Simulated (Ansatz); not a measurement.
Geometry optimisation, RKS PBE0-D4/STO-3G (Ansatz).

Input file:

```yaml
crystal:
  periodic: [false, false, false]
  atoms:
    - { symbol: F, position_ang: [0.129, -0.4096, -3.3283] }
    - { symbol: C, position_ang: [1.3525, -0.3271, 0.9917] }
    - { symbol: B, position_ang: [0.0036, 0.0651, 0.2304] }
    - { symbol: C, position_ang: [-0.0109, 1.008, -0.9738] }
    - { symbol: C, position_ang: [-1.3595, -0.5552, 0.7927] }
    - { symbol: H, position_ang: [1.3097, -0.0024, 2.0352] }
    - { symbol: H, position_ang: [2.2413, 0.1167, 0.5479] }
    - { symbol: H, position_ang: [1.5067, -1.4065, 1.0154] }
    - { symbol: H, position_ang: [0.0639, 0.3488, -1.9112] }
    - { symbol: H, position_ang: [0.8331, 1.6894, -1.0734] }
    - { symbol: H, position_ang: [-0.9363, 1.5588, -1.1403] }
    - { symbol: H, position_ang: [-1.8192, 0.1245, 1.5149] }
    - { symbol: H, position_ang: [-1.2274, -1.5095, 1.3023] }
    - { symbol: H, position_ang: [-2.0866, -0.7008, -0.0036] }
total_charge: -1
basis:
  gaussian: { orbitals: STO-3G }
hamiltonian:
  xc: pbe0
  dispersion: d4
relax:
  f_tol: 0.02
  max_steps: 40
```

Command:

```bash
$ ansatz run input.yaml --threads 1 --pin off --max-ram 2048MiB --backend cpu --events-out ev --progress --plain --runs-dir out
```

Task: Where does it end, and by what steps?

Result: The forces met the threshold. Limits of this set-up: minimal basis, an anion without diffuse functions, the dipole of an ion depends on the origin. After 13 steps the energy has fallen by 2.327 eV; H13 moved furthest, 0.62 Å. Parted: C4–H9. Joined: F1–H9.

| step | energy less start (eV) | largest force component (eV/Å) | accepted |
| --- | --- | --- | --- |
| 0 | 0.0000 | 4.877 | yes |
| 1 | -1.1693 | 4.412 | yes |
| 2 | -1.8876 | 4.026 | yes |
| 3 | -2.1767 | 1.427 | yes |
| 4 | -2.2806 | 0.360 | yes |
| 5 | -2.2963 | 0.257 | yes |
| 6 | -2.3047 | 0.147 | yes |
| 7 | -2.3134 | 0.273 | yes |
| 8 | -2.3237 | 0.104 | yes |
| 9 | -2.3259 | 0.031 | yes |
| 10 | -2.3262 | 0.035 | yes |
| 11 | -2.3264 | 0.043 | yes |
| 12 | -2.3259 | 0.113 | no |
| 13 | -2.3266 | 0.007 | yes |

```xyz
14
Properties=species:S:1:pos:R:3
F 0.271 -0.597 -2.924
C 1.319 -0.250 0.972
B -0.038 0.209 0.234
C -0.048 1.141 -0.845
C -1.373 -0.512 0.774
H 1.295 -0.042 2.054
H 2.212 0.251 0.577
H 1.500 -1.332 0.884
H 0.155 -0.036 -2.079
H 0.825 1.728 -1.141
H -0.965 1.553 -1.275
H -1.557 -0.301 1.839
H -1.321 -1.609 0.696
H -2.276 -0.201 0.232
```

Whether the end is a true minimum wasn't checked by a vibrational analysis.

Time of the run: 61 s on 1 thread of Arm Neoverse N1 (shared host), peak memory 0.12 GiB.
